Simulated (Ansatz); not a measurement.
`NC/C(F)=N/[SiH3]` + `OCO` → `NCOCO` + `F/C=N/[SiH3]`  (substitution at a C–C bond)

Computed with Ansatz on PBE0-D4/def2-TZVP structures; ΔE is electronic, products minus reactants. CCSD(T)/CBS is the MP2 limit (def2-TZVPP, def2-QZVPP) plus CCSD(T) − MP2 in def2-TZVPP, frozen cores. This one scheme is used for every species. Double bonds are as drawn, so ΔE can hold a change between cis and trans. DFT in def2-TZVPP. B3LYP here is the variant with VWN-RPA as its local correlation; programs differ in this. One conformer a species, not always the lowest.

`NC/C(F)=N/[SiH3]`:

Z-matrix (Å, degrees):
```
C
C 1 1.502
N 1 1.437 2 116.1
H 1 1.096 2 107.3 3 -123.7
H 1 1.096 2 107.3 3 123.7
N 2 1.237 1 127.3 3 0.1
F 2 1.360 1 109.7 3 -180.0
H 3 1.013 1 109.9 2 -57.9
H 3 1.013 1 109.9 2 58.1
Si 6 1.734 2 131.6 1 180.0
H 10 1.487 6 114.8 2 -0.0
H 10 1.484 6 107.0 2 -121.4
H 10 1.484 6 107.0 2 121.4
```

`OCO`:

Cartesian coordinates in Å:
```
O -0.197 1.014 0.647
C 0.401 -0.012 -0.089
O -0.508 -0.993 -0.492
H -0.847 1.443 0.083
H 1.180 -0.418 0.564
H 0.854 0.358 -1.014
H -0.883 -1.392 0.300
```

`NCOCO`:

Z-matrix (Å, degrees):
```
C
O 1 1.403
N 1 1.441 2 111.7
H 1 1.095 2 104.4 3 123.7
H 1 1.099 2 110.8 3 -120.4
C 2 1.409 1 113.5 3 70.5
H 3 1.010 1 112.1 2 84.0
H 3 1.010 1 112.3 2 -152.9
O 6 1.383 2 109.3 1 -162.7
H 6 1.097 2 110.0 1 80.8
H 6 1.098 2 108.9 1 -39.8
H 9 0.962 6 107.8 2 63.2
```

`F/C=N/[SiH3]`:

Cartesian coordinates in Å:
```
F 0.756 0.693 2.534
C 0.257 0.628 1.296
N 0.425 -0.369 0.588
Si -0.169 -0.573 -1.029
H -0.277 1.558 1.076
H -1.049 -1.765 -1.046
H -0.937 0.618 -1.497
H 0.994 -0.790 -1.921
```

Problem. Is it downhill or uphill in electronic energy at CCSD(T)/CBS, and by how much? (Best estimate.)

Solution. Ansatz gave: Uphill: ΔE = +62.9 kJ/mol.

Problem. What do these levels give: PBE-D4, r2SCAN-D4, B3LYP-D4, ωB97X-V, ωB97M-V, PBE, r2SCAN, PBE0, B3LYP, SCS-MP2/def2-TZVPP, MP2/def2-QZVPP, HF/CBS(def2)? (An estimate is asked.)

Solution. Computed: PBE-D4 62.6, r2SCAN-D4 64.3, B3LYP-D4 60.3, ωB97X-V 60.4, ωB97M-V 62.2, PBE 61.0, r2SCAN 63.8, PBE0 62.9, B3LYP 57.7, SCS-MP2/def2-TZVPP 60.5, MP2/def2-QZVPP 65.2, HF/CBS(def2) 54.4 kJ/mol.

Largest T1 diagnostic among the species: 0.014.

In def2-TZVPP, CCSD(T) changes the Hartree–Fock value by +5.6 kJ/mol (the triples alone add +0.4 kJ/mol) and MP2 by +9.1 kJ/mol.
